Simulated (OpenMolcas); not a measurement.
Computed levels of Mo⁺

| Property | Result |
| --- | --- |
| Program | OpenMolcas 26.06 |
| Method | MS-CASPT2, IPEA 0.25 Eh, imaginary shift 0.1 Eh (closed shells correlated: 4s 4p) |
| Basis | ANO-RCC-VQZP [8s7p5d3f2g1h] |
| Scalar Hamiltonian | DKH2, point nucleus |
| Active space | 5 electrons in 5 orbitals (4d) |
| State averaging | 2S+1 = 6 even, 1 root; 2S+1 = 4 even, 24 roots; 2S+1 = 2 even, 75 roots (67 in the spin-orbit step) |
| Spin-orbit coupling | state interaction with AMFI integrals over the reference wave functions, term energies averaged over their components |

Spin-free terms above the lowest, with the occupations of the reference:

| Configuration | Term | E (eV) | Occupations |
| --- | --- | --- | --- |
| 4d⁵ | ⁶S | 0.0000 | 4d 5.00 |
| 4d⁵ | ⁴G | 2.026 | 4d 5.00 |
| 4d⁵ | ⁴P | 2.290 | 4d 5.00 |
| 4d⁵ | ⁴D | 2.358 | 4d 5.00 |
| 4d⁵ | ²I | 3.018 | 4d 5.00 |
| 4d⁵ | ²D(1) | 3.253 | 4d 5.00 |
| 4d⁵ | ⁴F | 3.328 | 4d 5.00 |
| 4d⁵ | ²F(1) | 3.365 | 4d 5.00 |
| 4d⁵ | ²G(1) | 3.647 | 4d 5.00 |
| 4d⁵ | ²H | 3.676 | 4d 5.00 |
| 4d⁵ | ²F(2) | 3.831 | 4d 5.00 |
| 4d⁵ | ²S | 4.232 | 4d 5.00 |
| 4d⁵ | ²D(2) | 4.741 | 4d 5.00 |
| 4d⁵ | ²G(2) | 5.285 | 4d 5.00 |

With spin-orbit coupling, above the lowest level:

| Configuration | Term | J | E (eV) | Measured (eV) | g | Term weight % | Second |
| --- | --- | --- | --- | --- | --- | --- | --- |
| 4d⁵ | ⁶S | 5/2 | 0.0000 | 0.0000 | 2.000 | 99 |  |
| 4d⁵ | ⁴G | 5/2 | 2.013 | 1.8845 | 0.579 | 98 |  |
| 4d⁵ | ⁴G | 7/2 | 2.025 | 1.9007 | 0.987 | 99 |  |
| 4d⁵ | ⁴G | 11/2 | 2.029 | 1.9152 | 1.272 | 99 |  |
| 4d⁵ | ⁴G | 9/2 | 2.031 | 1.9128 | 1.172 | 100 |  |
| 4d⁵ | ⁴P | 5/2 | 2.197 |  | 1.509 | 62 | 35 ⁴D |
| 4d⁵ | ⁴P | 3/2 | 2.222 |  | 1.543 | 65 | 35 ⁴D |
| 4d⁵ | ⁴P | 1/2 | 2.265 |  | 2.062 | 77 | 23 ⁴D |
| 4d⁵ | ⁴D | 7/2 | 2.355 |  | 1.425 | 98 |  |
| 4d⁵ | ⁴D | 1/2 | 2.401 |  | 0.603 | 77 | 23 ⁴P |
| 4d⁵ | ⁴D | 3/2 | 2.436 |  | 1.383 | 64 | 35 ⁴P |
| 4d⁵ | ⁴D | 5/2 | 2.439 |  | 1.446 | 63 | 34 ⁴P |
| 4d⁵ | ²I | 11/2 | 3.005 |  | 0.929 | 96 | 4 ²H |
| 4d⁵ | ²I | 13/2 | 3.030 |  | 1.077 | 100 |  |
| 4d⁵ | ²D(1) | 5/2 | 3.145 |  | 1.081 | 58 | 32 ²F(1) |
| 4d⁵ | ²D(1) | 3/2 | 3.211 |  | 0.681 | 69 | 31 ⁴F |
| 4d⁵ | ⁴F | 9/2 | 3.313 |  | 1.312 | 90 | 9 ²G(1) |
| 4d⁵ | ⁴F | 7/2 | 3.319 |  | 1.213 | 82 | 10 ²F(1) |
| 4d⁵ | ⁴F | 5/2 | 3.345 |  | 1.017 | 89 | 8 ²F(1) |
| 4d⁵ | ²F(1) | 7/2 | 3.392 |  | 1.149 | 84 | 11 ⁴F |
| 4d⁵ | ⁴F | 3/2 | 3.405 |  | 0.526 | 69 | 30 ²D(1) |
| 4d⁵ | ²F(1) | 5/2 | 3.523 |  | 0.991 | 52 | 37 ²D(1) |
| 4d⁵ | ²H | 9/2 | 3.598 |  | 1.029 | 48 | 45 ²G(1) |
| 4d⁵ | ²G(1) | 7/2 | 3.676 |  | 0.906 | 94 | 4 ²F(1) |
| 4d⁵ | ²H | 11/2 | 3.724 |  | 1.086 | 96 | 4 ²I |
| 4d⁵ | ²H | 9/2 | 3.780 |  | 1.013 | 52 | 46 ²G(1) |
| 4d⁵ | ²F(2) | 7/2 | 3.854 |  | 1.146 | 95 | 4 ⁴F |
| 4d⁵ | ²F(2) | 5/2 | 3.868 |  | 0.870 | 89 | 6 ²F(1) |
| 4d⁵ | ²S | 1/2 | 4.251 |  | 2.005 | 100 |  |
| 4d⁵ | ²D(2) | 3/2 | 4.758 |  | 0.800 | 100 |  |
| 4d⁵ | ²D(2) | 5/2 | 4.774 |  | 1.196 | 98 |  |
| 4d⁵ | ²G(2) | 9/2 | 5.302 |  | 1.111 | 100 |  |
| 4d⁵ | ²G(2) | 7/2 | 5.308 |  | 0.890 | 99 |  |

Against the 4 measured excited levels shown (NIST Handbook of Basic Atomic Spectroscopic Data) the mean absolute deviation is 980 cm-1; the largest miss in energy is 4d⁵ ⁴G_5/2: computed 2.013, measured 1.8845 eV (+6.8 %).

Spin-orbit coupling puts the lowest level 0.0125 eV below the lowest spin-free term.

A least-squares Racah fit to the terms below 60000 cm-1, each weighted by 2L + 1 and with a free common offset, gives B = 519 cm-1 and C = 2310 cm-1 (C/B = 4.45), with an rms deviation of 502 cm-1.

Term energies are means over components that CASPT2 splits; among the terms shown or strongly mixed into the levels shown the widest spread is 1400 cm-1 (4d⁵ ²I). Some high roots are left out of the spin-orbit mixing, which shifts the levels that they would mix with. Configurations with an s electron lie low at this charge and mix in, so terms can be misplaced. The CASPT2 spread within a term exceeds the gap to the next term for 4d⁵ ²D(1) and 4d⁵ ⁴F, 4d⁵ ⁴F and 4d⁵ ²F(1), 4d⁵ ²G(1) and 4d⁵ ²H, so the order of their levels is uncertain, and so are names and mixing where such terms share a J. Computed and measured levels are paired by configuration, term and J; levels that our copy of the source lacks, or whose pairing is in doubt (as where it misses far off the trend of its configuration), stay unpaired and out of the deviations. Only configurations of the active space appear. The first state left out of the spin-orbit step lies near 65000 cm-1 above the lowest spin-free state of the reference (among the parities and spins computed), and the list stops at four fifths of that energy or lower.

The CASPT2 steps took 54 s on 1 thread of Arm Neoverse V1, on a shared host; the integral step is not counted.

The term weight is that of the spin-free term in the level, not the purity of its configuration. A number in round brackets counts repeated terms of one configuration in the order of the reference energies.
